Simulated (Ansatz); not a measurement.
Start from `[OH][GeH2][C]#C[SiH3]` and change one atom or group to get `[SiH3]C#[C][GeH3]`.

Ansatz, PBE0-D4/def2-TZVP geometries, multiplicity 1. Each molecule was computed in one conformer, which needn't be the lowest.

Scalar relativity is left out up to krypton.

```
                                          property  `[OH][GeH2][C]#C[SiH3]`
             LUMO energy (ωB97M-V/def2-TZVPP) / eV                     1.00
             HOMO–LUMO gap (B3LYP/def2-TZVPP) / eV                     6.84
size of the dipole moment (ωB97M-V/def2-TZVPP) / D                     1.27
    size of the dipole moment (PBE/def2-TZVPP) / D                     1.16
                 LUMO energy (PBE/def2-TZVPP) / eV                    -1.80
               HOMO energy (B3LYP/def2-TZVPP) / eV                    -7.97
```

(1) Give the same properties after the change, and the shifts. (An estimate is asked.)

## Answers

(1) Computed: 
```
                                          property  `[SiH3]C#[C][GeH3]`  shift
             LUMO energy (ωB97M-V/def2-TZVPP) / eV                 1.54   0.54
             HOMO–LUMO gap (B3LYP/def2-TZVPP) / eV                 7.21   0.37
size of the dipole moment (ωB97M-V/def2-TZVPP) / D                 0.57  -0.70
    size of the dipole moment (PBE/def2-TZVPP) / D                 0.55  -0.61
                 LUMO energy (PBE/def2-TZVPP) / eV                -1.35   0.45
               HOMO energy (B3LYP/def2-TZVPP) / eV                -7.84   0.13
```

With PBE0 the HOMO rises by 0.12 eV and the LUMO rises by 0.48 eV, so the gap widens by about 0.36 eV. PBE moves the HOMO by 0.05 eV and ωB97M-V by 0.12 eV. Dipoles are sizes alone; their direction can turn.

B3LYP here is the variant with VWN-RPA as its local correlation; programs differ in this.
